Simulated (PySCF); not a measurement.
PySCF input:

```python
from pyscf import gto, scf, dft

mol = gto.M(
    atom='''
    B    -0.80708184    0.23355661   -0.04263948
    N     0.70790059   -0.11185525    0.01263700
    H    -1.54209566   -0.74848484   -0.37384746
    H    -1.13051212    1.32525768   -0.32548686
    H    -1.51449509   -0.44506862    0.76568210
    H     0.92283706   -1.07938073    0.26504867
    H     1.19131778    0.49176416    0.68657754
    H     1.15305309    0.07111606   -0.89323561
    ''',
    basis='def2-tzvpd',
    charge=1,
    spin=1,
    verbose=4,
)

mf = dft.UKS(mol, xc='bp86').density_fit(auxbasis='def2-universal-jkfit')
mf.grids.level = 3
mf.conv_tol = 1e-9
mf.max_cycle = 100
mf.max_memory = 1500
mf.kernel()
if not mf.converged:
    mf = mf.newton()
    mf.kernel(mf.make_rdm1())
for _ in range(2):
    mo, _, stable, _ = mf.stability(return_status=True)
    if stable:
        break
    mf.kernel(mf.make_rdm1(mo, mf.mo_occ))
mf.analyze()
```

Q: Predict the final energy.

A: -82.90829 Eh (BP86/def2-TZVPD).
